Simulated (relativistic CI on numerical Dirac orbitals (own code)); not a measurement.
## Hyperfine structure of Pd3+, mass number 105

Method of calculation: Dirac-Coulomb-Breit CI, orbitals from a KLI potential per configuration, model QED, valence Slater integrals scaled by 0.85, P86 correlation energy added to each configuration (own radial code, finite nucleus).

Configurations in the expansion (outside the closed core [Ar] 3d10 4s2): 4p⁶4d⁷, 4p⁶4d⁶5s, 4p⁶4d⁶5p, 4p⁶4d⁶4f, 4p⁶4d⁵5s², 4p⁶4d⁶5d, 4p⁶4d⁶6s, 4p⁵4d⁸, 4p⁶4d⁶6p, 4p⁶4d⁵5s5p, 4p⁶4d⁶6d, 4p⁶4d⁶5g, 4p⁴4d⁹. Levels of other configurations are missing.

Nuclear spin I = 5/2, μ = -0.642 μN, Q = 0.66 b (tables of Stone and Pyykkö). The electronic factors are computed for point nuclear moments, without core polarisation; leaving it out makes A of s and p electrons in near-neutral atoms 20 to 40 % too small, and it can dominate for d and f shells.

```json
{"Level": "4p⁶4d⁷ ⁴F9/2", "E (eV)": "0.0000", "A (MHz)": "-141.4", "B (MHz)": "369"}
{"Level": "4p⁶4d⁷ ⁴F7/2", "E (eV)": "0.3364", "A (MHz)": "-154.1", "B (MHz)": "268"}
{"Level": "4p⁶4d⁷ ⁴F5/2", "E (eV)": "0.5370", "A (MHz)": "-182.7", "B (MHz)": "209"}
{"Level": "4p⁶4d⁷ ⁴F3/2", "E (eV)": "0.6610", "A (MHz)": "-294.5", "B (MHz)": "181"}
{"Level": "4p⁶4d⁷ ⁴P3/2", "E (eV)": "1.5744", "A (MHz)": "-115.8", "B (MHz)": "347"}
{"Level": "4p⁶4d⁷ ⁴P5/2", "E (eV)": "1.6094", "A (MHz)": "-73.81", "B (MHz)": "-513"}
{"Level": "4p⁶4d⁷ ⁴P1/2", "E (eV)": "1.8231", "A (MHz)": "153.8", "B (MHz)": ""}
{"Level": "4p⁶4d⁷ ²G9/2", "E (eV)": "1.8598", "A (MHz)": "-180.8", "B (MHz)": "-296"}
```

Levels with J = 0, under 50 % of one LS term, or S terms without an open s electron are left out. Small factors come from cancelling terms and can be off by tens of per cent or more.

For a near-neutral ion this model can misplace configurations by up to about 10,000 cm⁻¹ (more where the count of f electrons changes) and terms by 10 to 25 % of their spread. Rates follow the energies as ν³ (E1, M1) or ν⁵ (E2), so they and the lifetimes can be off by large factors. The fine structure of a lone outer electron comes out too small, for d and f at times inverted, and misplaced configurations move strength between like terms.

Give the hyperfine levels of 4p⁶4d⁷ ⁴F9/2 relative to its centre of gravity.

With K = F(F + 1) − I(I + 1) − J(J + 1), E = AK/2 + B[¾K(K + 1) − I(I + 1)J(J + 1)]/[2I(2I − 1)J(2J − 1)]: F = 2: 2114, F = 3: 1579, F = 4: 908.6, F = 5: 140, F = 6: -681, F = 7: -1499 MHz.

LS names give the leading component of a level, which can be under half, so a name can repeat, a term be missing and a line seem to break the LS rules.
